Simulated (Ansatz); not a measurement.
Basis-set extrapolation for C2H3BClF (`B/C=C(\F)Cl`) (PBE0-D4/def2-TZVP geometry, frozen core, Ansatz 0.2.0). Multiplicity 1, RHF reference.

```csv
,def2-TZVPP,def2-QZVPP
HF,-661.155195,-661.176741
MP2 correlation,-0.849429,-0.919416
CCSD(T) correlation,-0.923377,not run
```

Energies in hartree. Use E(X) = E(∞) + A·exp(−7.88·√X) for Hartree–Fock and E(X) = E(∞) + B·X^(−2.97) for correlation, with X = 3 and 4, and add CCSD(T) minus MP2 of the smaller set to the MP2 limit.

Q: What is the CCSD(T) energy at the basis-set limit?

A: HF limit: -661.176741 + (-0.021546) × 0.13774 = -661.17971. MP2 limit: -0.919416 + (-0.069987) × 0.74074 = -0.97126. Higher-order term: -0.923377 − (-0.849429) = -0.07395. Total: -662.22492 hartree, 384.2 kJ/mol below CCSD(T)/def2-TZVPP.
